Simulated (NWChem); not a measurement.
System: YN3H6; SMILES [NH2][Y]([NH2])[NH2]

Input file for NWChem:

```
start job
memory heap 200 mb stack 900 mb global 1100 mb
geometry units angstroms noautoz
  Y      0.001022    -0.000182    -0.003209
  N      2.150467     0.079763     0.049510
  H      2.799475    -0.707663     0.064482
  H      2.739461     0.913019     0.064493
  N     -1.004226    -1.902241    -0.030090
  H     -0.576656    -2.828812    -0.020643
  H     -2.010284    -2.071433    -0.055190
  N     -1.142852     1.821886    -0.030090
  H     -2.158684     1.915889    -0.055157
  H     -0.785284     2.777642    -0.020643
end
basis spherical
  * library def2-tzvp
end
ecp
  Y library def2-ecp
end
dft
  xc hfexch
  iterations 150
  mulliken
end
task dft energy
```

Excerpt of the output:

```
             Northwest Computational Chemistry Package (NWChem) 7.3.0
             --------------------------------------------------------

 C3H symmetry detected

                             Geometry "geometry" -> ""
                             -------------------------

 Output coordinates in angstroms (scale by  1.889725989 to convert to a.u.)

  No.       Tag          Charge          X              Y              Z
 ---- ---------------- ---------- -------------- -------------- --------------
    1 Y                   39.0000     0.00000000     0.00000000     0.00000000
    2 N                    7.0000     2.12846030    -0.31434104     0.00000000
    3 H                    1.0000     2.62286734    -1.20708621     0.00000000
    4 H                    1.0000     2.85993277     0.39725716     0.00000000
    5 N                    7.0000    -1.33645748    -1.68613017     0.00000000
    6 H                    1.0000    -1.08593159    -2.67540301     0.00000000
    7 H                    1.0000    -2.35680099    -1.66792664     0.00000000
    8 N                    7.0000    -0.79200282     2.00047121     0.00000000
    9 H                    1.0000    -1.77400118     2.27814585     0.00000000
   10 H                    1.0000    -0.26606635     2.87501285     0.00000000

 Effective nuclear repulsion energy (a.u.)     299.5852237536

      Symmetry information
      --------------------

 Group name             C3h
 Group number             22
 Group order               6
 No. of unique centers     4

 Summary of "ao basis" -> "ao basis" (spherical)
 ------------------------------------------------------------------------------
       Tag                 Description            Shells   Functions and Types
 ---------------- ------------------------------  ------  ---------------------
 Y                         def2-tzvp                14       40   6s4p3d1f
 N                         def2-tzvp                11       31   5s3p2d1f
 H                         def2-tzvp                 4        6   3s1p

      Symmetry analysis of basis
      --------------------------

        a'         42
        e'+        39
        e'-        39
        a"         17
        e"+        16
        e"-        16

  Rotation of axis

            General Information
            -------------------
          SCF calculation type: DFT
          Wavefunction type:  closed shell.
          No. of atoms     :    10
          No. of electrons :    38
           Alpha electrons :    19
            Beta electrons :    19
          Charge           :     0
          Spin multiplicity:     1
          Use of symmetry is: on ; symmetry adaption is: on
          Maximum number of iterations: 150
          AO basis - number of functions:   169
                     number of shells:    71
          Convergence on energy requested:  1.00D-06
          Convergence on density requested:  1.00D-05
          Convergence on gradient requested:  5.00D-04

              XC Information
              --------------
                     Hartree-Fock (Exact) Exchange  1.000

      Superposition of Atomic Density Guess
      -------------------------------------

 Sum of atomic energies:        -209.56906802

      Non-variational initial energy
      ------------------------------

 Total energy =    -204.822259
 1-e energy   =    -532.158455
 2-e energy   =     203.160903
 HOMO         =      -0.356305
 LUMO         =      -0.102252

      Symmetry analysis of molecular orbitals - initial
      -------------------------------------------------

  Numbering of irreducible representations:

     1 a'          2 e'+         3 e'-         4 a"          5 e"+
     6 e"-

  Orbital symmetries:

     1 a'          2 e'+         3 e'+         4 a'          5 e'+
     6 e'+         7 a'          8 a"          9 e'+        10 e'+
    11 e'+        12 e'+        13 a'         14 a'         15 e'+
    16 e'+        17 e"+        18 e"+        19 a"         20 a'
    21 e'+        22 e'+        23 a"         24 a'         25 e'+
    26 e'+        27 e"+        28 e"+        29 e'+

     ---------------------------------------------
      Total Density - Mulliken Population Analysis
     ---------------------------------------------

    Atom       Charge   Shell Charges
 -----------   ------   -------------------------------------------------------
    1 Y   11     8.99   0.03 -0.34  1.55  0.77  0.21  0.03  4.96  1.03  0.10  0.03  0.22  0.27  0.06  0.08
    2 N    7     8.32   0.82  1.16  0.59  0.86  0.20  1.70  2.01  0.97  0.00  0.01  0.00
    3 H    1     0.68   0.22  0.34  0.08  0.04
    4 H    1     0.68   0.22  0.34  0.08  0.04
    5 N    7     8.32   0.82  1.16  0.59  0.86  0.20  1.70  2.01  0.97  0.00  0.01  0.00
    6 H    1     0.68   0.22  0.34  0.08  0.04
    7 H    1     0.68   0.22  0.34  0.08  0.04
    8 N    7     8.32   0.82  1.16  0.59  0.86  0.20  1.70  2.01  0.97  0.00  0.01  0.00
    9 H    1     0.68   0.22  0.34  0.08  0.04
   10 H    1     0.68   0.22  0.34  0.08  0.04

   convergence    iter        energy       DeltaE   RMS-Dens  Diis-err
 ---------------- ----- ----------------- --------- --------- ---------
 d= 0,ls=0.0,diis     1   -204.7248920247 -3.29D+02  4.89D-03  1.54D+00
 d= 0,ls=0.0,diis     2   -204.8361561277 -1.11D-01  1.88D-03  6.47D-01
 d= 0,ls=0.0,diis     3   -204.9025789892 -6.64D-02  3.92D-04  4.20D-03
 d= 0,ls=0.0,diis     4   -204.9038403098 -1.26D-03  1.26D-04  3.30D-04
 d= 0,ls=0.0,diis     5   -204.9039510375 -1.11D-04  3.78D-05  2.42D-05
  Resetting Diis
 d= 0,ls=0.0,diis     6   -204.9039603574 -9.32D-06  1.06D-05  2.05D-06
 d= 0,ls=0.0,diis     7   -204.9039611160 -7.59D-07  2.01D-06  1.26D-07

         Total DFT energy =     -204.903961116038
      One electron energy =     -538.265225657589
           Coulomb energy =      235.893450986749
    Exchange-Corr. energy =      -26.707479183618
 Nuclear repulsion energy =      124.175292738420

 Numeric. integr. density =        0.000000000000

                  Occupations of the irreducible representations
                  ----------------------------------------------

                     irrep           alpha         beta
                     --------     --------     --------
                     a'                5.0          5.0
                     e'+              10.0         10.0
                     e'-               0.0          0.0
                     a"                2.0          2.0
                     e"+               2.0          2.0
                     e"-               0.0          0.0

                       DFT Final Molecular Orbital Analysis
                       ------------------------------------

 Vector   17  Occ=2.000000D+00  E=-3.621368D-01  Symmetry=e"+
              MO Center=  1.0D+00,  7.5D-02, -2.2D-17, r^2= 4.4D+00
   Bfn.  Coefficient  Atom+Function         Bfn.  Coefficient  Atom+Function
  ----- ------------  ---------------      ----- ------------  ---------------
    48      0.306531   2 N  pz               51      0.292539   2 N  pz
    54      0.291905   2 N  pz              134     -0.182825   8 N  pz
   137     -0.174479   8 N  pz              140     -0.174100   8 N  pz
    91     -0.123707   5 N  pz               94     -0.118060   5 N  pz
    97     -0.117805   5 N  pz               22     -0.095943   1 Y  d  1

 Vector   18  Occ=2.000000D+00  E=-3.621368D-01  Symmetry=e"+
              MO Center= -1.0D+00, -7.5D-02, -2.8D-15, r^2= 4.4D+00
   Bfn.  Coefficient  Atom+Function         Bfn.  Coefficient  Atom+Function
  ----- ------------  ---------------      ----- ------------  ---------------
    91      0.282530   5 N  pz               94      0.269633   5 N  pz
    97      0.269048   5 N  pz              134     -0.248398   8 N  pz
   137     -0.237059   8 N  pz              140     -0.236546   8 N  pz
    20     -0.095943   1 Y  d -1             25     -0.077163   1 Y  d -1
    30     -0.050357   1 Y  d -1             48     -0.034132   2 N  pz

 Vector   19  Occ=2.000000D+00  E=-3.509256D-01  Symmetry=a"
              MO Center= -1.9D-13,  2.6D-14, -2.4D-15, r^2= 5.7D+00
   Bfn.  Coefficient  Atom+Function         Bfn.  Coefficient  Atom+Function
  ----- ------------  ---------------      ----- ------------  ---------------
    48      0.220915   2 N  pz               91      0.220915   5 N  pz
   134      0.220915   8 N  pz               54      0.217454   2 N  pz
    97      0.217454   5 N  pz              140      0.217454   8 N  pz
    51      0.211025   2 N  pz               94      0.211025   5 N  pz
   137      0.211025   8 N  pz                9     -0.139588   1 Y  pz

 Vector   20  Occ=0.000000D+00  E= 3.590613D-02  Symmetry=a'
              MO Center= -2.8D-14, -6.8D-14,  1.1D-14, r^2= 1.0D+01
   Bfn.  Coefficient  Atom+Function         Bfn.  Coefficient  Atom+Function
  ----- ------------  ---------------      ----- ------------  ---------------
     6      1.598871   1 Y  s                 5     -0.694163   1 Y  s
     3     -0.179998   1 Y  s                26      0.164848   1 Y  d  0
    21      0.121043   1 Y  d  0             31      0.117169   1 Y  d  0
    45     -0.096511   2 N  s                88     -0.096511   5 N  s
   131     -0.096511   8 N  s                 2      0.079968   1 Y  s

 Vector   21  Occ=0.000000D+00  E= 6.917327D-02  Symmetry=a"
              MO Center= -2.0D-17, -1.5D-16, -9.4D-15, r^2= 1.6D+01
   Bfn.  Coefficient  Atom+Function         Bfn.  Coefficient  Atom+Function
  ----- ------------  ---------------      ----- ------------  ---------------
    18      1.232898   1 Y  pz               15     -0.265096   1 Y  pz
    54     -0.146953   2 N  pz               97     -0.146953   5 N  pz
   140     -0.146953   8 N  pz                9     -0.070043   1 Y  pz
    48     -0.065581   2 N  pz               91     -0.065581   5 N  pz
   134     -0.065581   8 N  pz               12      0.063817   1 Y  pz

[...]
```

Level: Hartree-Fock/def2-TZVP with def2 effective core potentials on Y. Coordinates come from a PBE0/def2-SVP optimisation. No frequency run checked for a minimum. def2 effective core potentials on Y; no spin-orbit coupling.
